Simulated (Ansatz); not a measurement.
```xyz
4

C     0.0000    0.0000   -0.5163
C     0.0000    0.0000    0.8877
H     0.0000   -1.0240   -1.1142
H     0.0000    1.0240   -1.1142
```

Basis set: 6-31G* (spherical functions). Left uncorrelated: 2 orbitals. Charge 0, multiplicity 1.

Computed with Ansatz (development build ahead of 0.2.0); each method stands on the lowest determinant of its kind that the runs found. Restricted open shells among the atoms or ions are ROHF, correlated in semicanonical orbitals with singles.

The atomization energy at this shape (free ground-state atoms in the same class of orbitals less the molecule, no zero-point energy) of singlet C₂H₂:

| method | atomization energy |
| --- | --- |
| RHF-MP2 | 1322.7 kJ/mol |

Q: What does RHF give?

A: 1010.9 kJ/mol. Caution: the shape is not the minimum.
